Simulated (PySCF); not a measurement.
# Basis and Hamiltonian dependence of the excitation energy of C⁺

C⁺ [He] 2s2 2p1 (2P) → C⁺ [He] 2s2 3s1 (2S). All values are computed (PySCF 2.14, energy differences of UHF-based or UKS calculations, no spin-orbit coupling). Values in eV.

| basis | Hamiltonian | functions | UHF | LDA | PBE0 | MP2 (valence) | CCSD(T) (valence) | CCSD(T) (valence and next inner shell) |
| --- | --- | --- | --- | --- | --- | --- | --- | --- |
| aug-cc-pVDZ-DK | spin-free X2C | 23 | 14.434 | 14.610 | 14.724 | 14.271 | 14.342 | n/a |
| def2-TZVPPD | non-relativistic | 37 | 14.373 | 14.513 | 14.613 | 14.330 | 14.380 | 14.385 |
| x2c-TZVPPall with one added diffuse shell each of s, p, d type | spin-free X2C | 40 | 14.356 | 14.505 | 14.603 | 14.316 | 14.367 | 14.371 |
| aug-cc-pVTZ | non-relativistic | 46 | 14.390 | 14.550 | 14.660 | 14.363 | 14.406 | n/a |
| def2-QZVPPD | non-relativistic | 63 | 14.368 | 14.518 | 14.613 | 14.357 | 14.387 | 14.403 |
| dyall-acv3z | non-relativistic | 76 | 14.367 | 14.525 | 14.617 | 14.321 | 14.368 | 14.368 |
| aug-cc-pVQZ-DK | spin-free X2C | 80 | 14.357 | 14.512 | 14.613 | 14.344 | 14.375 | n/a |
| aug-cc-pCVQZ-DK | spin-free X2C | 109 | 14.358 | 14.515 | 14.613 | 14.349 | n/a | n/a |

**Question.** Estimate the row for aug-cc-pVQZ (non-relativistic, 80 functions).

**Answer.** From the rows with the same Hamiltonian and similar size; the calculation gives UHF 14.36; LDA 14.52; PBE0 14.62; MP2 (valence) 14.35; CCSD(T) (valence) 14.38 (eV).

Frozen in the all-electron rows: valence: 1s2; valence and next inner shell: nothing.

Reference for a calculation without spin-orbit coupling: 14.444 eV (measured, between term centres; NIST).
